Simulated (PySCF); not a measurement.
**One molecule, many functionals**

C3H10Si2.
Numbering: `[CH3:1]/[C:2]([SiH3:3])=[CH:4]\[SiH3:5]` (hydrogens: H6, H7, H8 on C1; H9, H10, H11 on Si3; H12 on C4; H13, H14, H15 on Si5)

Structure used (PBE0-D3(BJ)/def2-SVP), in Å, numbered top down from 1:
```xyz
15
C3H10Si2 angstrom
C     -0.4768    1.4225    0.2519
C     -0.4585   -0.0332   -0.1160
Si    -2.0829   -0.7917   -0.6996
C      0.6485   -0.8016   -0.0492
Si     2.3535   -0.2328    0.5030
H     -1.1839    1.6101    1.0774
H     -0.8178    2.0402   -0.5961
H      0.5105    1.7979    0.5640
H     -2.5751   -0.0880   -1.9262
H     -3.1374   -0.6375    0.3525
H     -1.8863   -2.2408   -0.9998
H      0.5582   -1.8580   -0.3364
H      2.8585    0.9023   -0.3320
H      3.3072   -1.3750    0.3724
H      2.3486    0.2222    1.9292
```

Linear-response calculations in the def2-SVPD basis (PySCF; singlets by full response, triplets Tamm–Dancoff, core orbitals frozen in the response; HF means time-dependent Hartree–Fock). 'Strongest' is the level of largest summed f among the singlets computed (10 roots, of which the last may lack a degenerate partner); it can jump between rows when another state enters that window. S1 is the lowest singlet of each run and needn't be the same state throughout; f(S1) is that of one state. Isolated species at its PBE0-D3(BJ)/def2-SVP geometry, gas phase.

```
functional                               kind  S1 (eV)  f(S1)  strongest (eV)  T1 (eV)  HOMO (eV)  gap (eV)  ionisation energy, ΔSCF (eV)
       LDA                                LDA     5.33  0.000            5.76     4.11      -6.68      4.65                          9.38
       PBE                                GGA     5.39  0.000            5.84     3.92      -6.58      4.71                          9.26
     B3LYP  global hybrid, 20% exact exchange     5.69  0.000            6.15     3.92      -7.43      6.32                          9.44
      PBE0  global hybrid, 25% exact exchange     5.72  0.000            6.22     3.84      -7.66      6.72                          9.44
 BHandHLYP  global hybrid, 50% exact exchange     6.05  0.000            6.41     3.79      -8.58      8.71                          9.36
 CAM-B3LYP             range-separated hybrid     5.87  0.000            6.36     3.89      -8.92      9.13                          9.54
   wB97X-D             range-separated hybrid     5.86  0.000            6.36     3.98      -9.46     10.29                          9.52
   LC-wPBE             range-separated hybrid     5.99  0.000            6.54     3.77     -10.29     11.57                          9.66
        HF                       Hartree–Fock     6.55  0.027            6.56     3.31      -9.99     12.20                   not settled
```

S1 runs from 5.33 eV (LDA) to 6.55 eV (HF), a spread of 1.22 eV, while the orbital gap spreads over 7.5 eV. Along PBE (0%), B3LYP (20%), PBE0 (25%), BHandHLYP (50%), HF (100%) S1 rises with the share of exact exchange. −ε(HOMO) comes closest to its own ΔSCF ionisation energy with wB97X-D (-0.06 eV) and misses most with LDA (-2.70 eV). 'Not settled' means that the ion's SCF failed to converge or may have ended in another state than the lowest.
